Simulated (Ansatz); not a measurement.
`[OH][Ga]([OH])[Cl]` and `OB(O)Cl` differ in one element.

Ansatz, PBE0-D4/def2-TZVP geometries, multiplicity 1. Each molecule was computed in one conformer, which needn't be the lowest.

Scalar relativity is left out up to krypton.

| property | `[OH][Ga]([OH])[Cl]` |
| --- | --- |
| ideal-gas entropy at 298 K and 1 bar (rigid rotor, harmonic PBE0-D4/def2-TZVP) / J/(mol·K) | 330 |
| HOMO energy (ωB97M-V/def2-TZVPP) / eV | -11.56 |
| HOMO–LUMO gap (PBE/def2-TZVPP) / eV | 5.36 |
| zero-point energy (PBE0-D4/def2-TZVP) / kJ/mol | 75.3 |
| HOMO energy (PBE/def2-TZVPP) / eV | -7.52 |
| LUMO energy (B3LYP/def2-TZVPP) / eV | -1.57 |

Problem. What does the change do to each property? (An estimate is asked.)

Solution. The calculation gave: 
```
                                                                                  property  `OB(O)Cl`  shift
ideal-gas entropy at 298 K and 1 bar (rigid rotor, harmonic PBE0-D4/def2-TZVP) / J/(mol·K)        287    -43
                                                     HOMO energy (ωB97M-V/def2-TZVPP) / eV     -11.46   0.10
                                                       HOMO–LUMO gap (PBE/def2-TZVPP) / eV       7.32   1.96
                                            zero-point energy (PBE0-D4/def2-TZVP) / kJ/mol       93.3   18.0
                                                         HOMO energy (PBE/def2-TZVPP) / eV      -7.64  -0.12
                                                       LUMO energy (B3LYP/def2-TZVPP) / eV       0.13   1.70
```

With PBE0 the HOMO rises by 0.10 eV and the LUMO rises by 1.73 eV, so the gap widens by about 1.63 eV. PBE moves the HOMO by -0.12 eV and ωB97M-V by 0.10 eV.

B3LYP here is the variant with VWN-RPA as its local correlation; programs differ in this.
